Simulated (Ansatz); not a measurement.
CH₁₀AlBSi₂, SMILES `[SiH3]C[BH][AlH][SiH3]`. Total charge 0; spin multiplicity 1. The geometry is a stationary point of PBE0-D4/def2-TZVP. It is one conformer, not always the lowest.

```xyz
15

Si    0.898    1.687   -0.096
C     0.728    1.069    1.705
B    -0.609    0.359    1.466
Al   -0.872   -1.537    0.541
Si   -0.680   -1.861   -1.897
H     1.568    3.012   -0.109
H     1.683    0.703   -0.884
H    -0.437    1.836   -0.740
H     1.621    0.459    1.858
H     0.730    1.939    2.364
H    -1.605    0.994    1.709
H    -1.207   -2.832    1.414
H     0.682   -2.387   -2.220
H    -1.661   -2.844   -2.442
H    -0.841   -0.596   -2.670
```

**Question.** What is the dipole moment at ωB97M-V/def2-TZVPP? (An estimate is asked.)

**Answer.** The calculation gave: 1.83 D, with components (0.80, 1.20, 1.13) D in this frame, pointing from negative to positive charge.

**Question.** And with PBE, r2SCAN, B3LYP? (Best estimate.)

**Answer.** Ansatz gave: PBE 1.80 D, r2SCAN 1.78 D, B3LYP 1.79 D.

**Question.** Give the Mulliken charges with ωB97M-V, B3LYP, r2SCAN in def2-TZVPP. (An estimate is asked.)

**Answer.** The calculation gave: 
```json
{"atom": "Si1", "ωB97M-V": "0.13", "B3LYP": "0.23", "r2SCAN": "0.25"}
{"atom": "C2", "ωB97M-V": "-0.33", "B3LYP": "-0.27", "r2SCAN": "-0.22"}
{"atom": "B3", "ωB97M-V": "-0.20", "B3LYP": "-0.06", "r2SCAN": "-0.09"}
{"atom": "Al4", "ωB97M-V": "0.29", "B3LYP": "0.27", "r2SCAN": "0.36"}
{"atom": "Si5", "ωB97M-V": "-0.07", "B3LYP": "0.03", "r2SCAN": "0.02"}
{"atom": "H6", "ωB97M-V": "-0.01", "B3LYP": "-0.05", "r2SCAN": "-0.06"}
{"atom": "H7", "ωB97M-V": "-0.01", "B3LYP": "-0.05", "r2SCAN": "-0.06"}
{"atom": "H8", "ωB97M-V": "0.00", "B3LYP": "-0.04", "r2SCAN": "-0.04"}
{"atom": "H9", "ωB97M-V": "0.14", "B3LYP": "0.12", "r2SCAN": "0.10"}
{"atom": "H10", "ωB97M-V": "0.14", "B3LYP": "0.12", "r2SCAN": "0.10"}
{"atom": "H11", "ωB97M-V": "0.10", "B3LYP": "0.03", "r2SCAN": "0.00"}
{"atom": "H12", "ωB97M-V": "-0.10", "B3LYP": "-0.13", "r2SCAN": "-0.15"}
{"atom": "H13", "ωB97M-V": "-0.03", "B3LYP": "-0.07", "r2SCAN": "-0.07"}
{"atom": "H14", "ωB97M-V": "-0.03", "B3LYP": "-0.06", "r2SCAN": "-0.07"}
{"atom": "H15", "ωB97M-V": "-0.02", "B3LYP": "-0.06", "r2SCAN": "-0.07"}
```

B3LYP here is the variant with VWN-RPA as its local correlation; programs differ in this.
